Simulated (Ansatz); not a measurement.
Ligand exchange: AuF + C4H10S → AuSH + C4H9F

Species: AuF, singlet; C4H10S (isobutyl mercaptan) `CC(C)CS`, singlet; AuSH `[SH][Au]`, singlet; C4H9F `CC(C)CF`, singlet. The partners trade F for SH: Au–F and C–SH bonds give way to Au–SH and C–F.

Shapes, held fixed at every level: PBE0-D4/def2-TZVP. Flexible molecules stand in one conformer, not always the lowest. Programs: Ansatz 0.2.0. Electronic energies: no zero-point or thermal term.

Task: Estimate ΔE of this reaction.

Result: The highest level, CCSD(T)/def2-TZVPP, gives ΔE = -136.8 kJ/mol; the levels span -151.3 to -119.8. The column of differences is taken from that level and isn't an error. No measured value is set beside it here. T1 is large for AuF, AuSH, so single-reference values are less sure there. For atoms past krypton def2 sets carry core potentials with scalar relativity. Correlated rows may include outer-core shells of Au, which these sets cover unevenly.

```tsv
level	kind	ΔE (kJ/mol)	less CCSD(T)/def2-TZVPP
HF/def2-TZVPP	Hartree–Fock	-128.2	+8.6
r2SCAN-D4/def2-TZVPP	meta-GGA	-136.8	0.0
B3LYP-D4/def2-TZVPP	global hybrid	-131.3	+5.5
wB97M-V/def2-TZVPP	range-separated hybrid	-122.8	+14.0
wB97X-V/def2-TZVPP	range-separated hybrid	-119.8	+17.0
MP2/def2-TZVPP	perturbation theory	-151.3	-14.5
CCSD/def2-TZVPP	coupled cluster or CI	-136.6	+0.2
CCSD(T)/def2-TZVPP	coupled cluster or CI	-136.8	0.0
```
